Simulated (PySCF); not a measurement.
Functional dependence of a UV spectrum

C4H10Se.
Numbering: `[CH3:1][Se:2][CH:3]([CH3:4])[CH3:5]` (hydrogens: H6, H7, H8 on C1; H9 on C3; H10, H11, H12 on C4; H13, H14, H15 on C5)

Linear-response calculations in the def2-SVPD basis (PySCF; singlets by full response, triplets Tamm–Dancoff, core orbitals frozen in the response; HF means time-dependent Hartree–Fock). 'Strongest' is the level of largest summed f among the singlets computed (6 and 10 roots, of which the last may lack a degenerate partner); it can jump between rows when another state enters that window. S1 is the lowest singlet of each run and needn't be the same state throughout; f(S1) is that of one state. Geometry: PBE0-D3(BJ)/def2-SVP, one conformer, isolated molecule. The LDA/def2-SVPD calculation is non-relativistic and has no spin–orbit coupling, an omission that weighs most on selenium.

| functional | kind | S1 (eV) | f(S1) | strongest (eV) | T1 (eV) | HOMO (eV) | gap (eV) | ionisation energy, ΔSCF (eV) |
| --- | --- | --- | --- | --- | --- | --- | --- | --- |
| LDA | LDA | 4.37 | 0.000 | 6.82 | 4.04 | -4.96 | 4.20 | 8.20 |
| PBE | GGA | 4.38 | 0.000 | 6.83 | 4.00 | -4.85 | 4.25 | 8.00 |
| PBE0 | global hybrid, 25% exact exchange | 4.70 | 0.000 | 7.55 | 4.24 | -5.98 | 6.18 | 8.07 |
| BHandHLYP | global hybrid, 50% exact exchange | 4.86 | 0.000 | 7.69 | 4.40 | -6.99 | 7.82 | 8.03 |
| CAM-B3LYP | range-separated hybrid | 4.72 | 0.000 | 7.54 | 4.28 | -7.28 | 8.25 | 8.17 |
| wB97X-D | range-separated hybrid | 4.79 | 0.000 | 6.63 | not run | -7.82 | 9.60 | not run |
| LC-wPBE | range-separated hybrid | 4.92 | 0.000 | 8.60 | 4.38 | -8.62 | 10.56 | 8.17 |
| HF | Hartree–Fock | 5.24 | 0.000 | 8.88 | 4.62 | -8.55 | 10.76 | not settled |

Q: What does B3LYP (global hybrid, 20% exact exchange) give?

A: S1 (eV) 4.58, f(S1) 0.000, strongest (eV) 7.29, T1 (eV) 4.18, HOMO (eV) -5.77, gap (eV) 5.71, ionisation energy, ΔSCF (eV) 8.13. S1 runs from 4.37 eV (LDA) to 5.24 eV (HF), a spread of 0.87 eV, while the orbital gap spreads over 6.6 eV. Along PBE (0%), B3LYP (20%), PBE0 (25%), BHandHLYP (50%), HF (100%) S1 rises with the share of exact exchange. −ε(HOMO) comes closest to its own ΔSCF ionisation energy with LC-wPBE (+0.45 eV) and misses most with LDA (-3.24 eV). 'Not settled' means that the ion's SCF failed to converge or may have ended in another state than the lowest.
